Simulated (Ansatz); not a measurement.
Si(F)(Me)2(Cl) (C₂H₆ClFSi), SMILES C[Si](C)(F)Cl.

Geometry optimised at PBE0-D3(BJ)/def2-SVP.

Two levels are set side by side: PBE/def2-TZVPD (Ansatz, a quantum-chemistry and plane-wave program) and PBE0/def2-TZVPD (Ansatz). Energy differences of separate SCF runs at the same geometry; the states with an electron removed or added have multiplicity 2 and 2. Differences are taken from unrounded values.

| quantity | PBE0 |
|---|---|
| vertical ionisation energy (eV) | 10.77 |
| vertical singlet–triplet gap (eV) | 7.64 |

Q: What does PBE give, and how far is it from PBE0? (An estimate is asked for; the answer gives what the named calculation found.)

A: 
| quantity | PBE | PBE minus PBE0 |
|---|---|---|
| vertical ionisation energy (eV) | 10.32 | -0.44 |
| vertical singlet–triplet gap (eV) | 6.99 | -0.65 |
